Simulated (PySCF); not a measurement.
C6H13P.
Z-matrix (Å and degrees, GFN2-xTB geometry), rows numbered from 1:
```
C 
C   1  1.5263
C   2  1.5287  1  110.81
C   2  1.5134  1  110.27  3   122.12
C   4  1.5052  2  118.99  1   158.20
P   5  1.8454  4   66.22  2  -110.54
C   6  1.8613  4   99.83  5    93.91
H   1  1.0886  2  110.40  3   -59.97
H   1  1.0883  2  109.96  3  -179.64
H   1  1.0876  2  110.70  3    60.18
H   2  1.0964  1  108.62  3  -119.37
H   3  1.0883  2  110.33  1    59.53
H   3  1.0877  2  110.64  1   179.49
H   3  1.0875  2  110.45  1   -60.32
H   4  1.0870  2  113.20  1   -59.69
H   5  1.0824  4  116.63  6   108.34
H   5  1.0821  4  118.61  6  -110.39
H   7  1.0892  6  108.98  4  -137.31
H   7  1.0889  6  108.80  4   105.00
H   7  1.0876  6  111.85  4   -16.08
```

Method: TDDFT B3LYP/def2-SVPD, vertical, gas phase, core orbitals frozen in the response (PySCF).

Kohn–Sham orbitals with the atoms that hold most of them (Löwdin shares over 4%, at most four atoms; ? is withheld):

| orbital | ε (eV) | atoms |
| --- | --- | --- |
| LUMO+2 | 0.60 | C3 16%, C5 12%, H17 8%, H13 8% |
| LUMO+1 | 0.54 | C7 29%, P6 20%, H19 10%, H20 10% |
| LUMO | ? | ? |
| HOMO | -6.75 | ? |
| HOMO-1 | -7.08 | P6 36%, C5 22%, C4 16%, C7 6% |
| HOMO-2 | -8.41 | C5 20%, P6 19%, C7 19%, C4 13% |
| HOMO-3 | -9.06 | C2 25%, C4 16%, H11 13%, C1 9% |

Question: Which atoms hold the HOMO, and with what shares?

Answer: P6 (bonded to 3 C) 51%; C4 (bonded to 2 C, P and H) 18%; C5 (bonded to C, P and 2 H) 11%; C7 (bonded to P and 3 H) 9%. By element: phosphorus 51%, carbon 38% or more.

Question: Give the leading atoms of the LUMO.

Answer: P6 (bonded to 3 C) 33%; C5 (bonded to C, P and 2 H) 12%; C4 (bonded to 2 C, P and H) 11%; C1 (bonded to C and 3 H) 7%. By element: phosphorus 33%, carbon 30% or more.

Question: What is the LUMO energy, and the HOMO–LUMO gap?

Answer: ε(LUMO) = 0.41 eV; the gap is 7.16 eV (0.2632 hartree).

Question: How does S1 compare with the orbital gap of 7.16 eV?

Answer: S1 is at 6.33 eV (f = 0.030), 0.83 eV below the gap, made of HOMO→LUMO (76%), HOMO→LUMO+2 (8%). 

Next come S2 at 6.46 eV (f 0.052), HOMO→LUMO+1 (68%), HOMO→LUMO (12%), HOMO-1→LUMO (10%); S3 at 6.55 eV (f 0.0073), HOMO→LUMO+2 (64%), HOMO→LUMO+1 (18%), HOMO-1→LUMO (9%); S4 at 6.64 eV (f 0.0067), HOMO-1→LUMO+1 (65%), HOMO-1→LUMO+2 (15%); S5 at 6.81 eV (f 0.025), HOMO-1→LUMO+2 (38%), HOMO-1→LUMO+1 (26%), HOMO-1→LUMO (25%).

One conformer stands for the species.
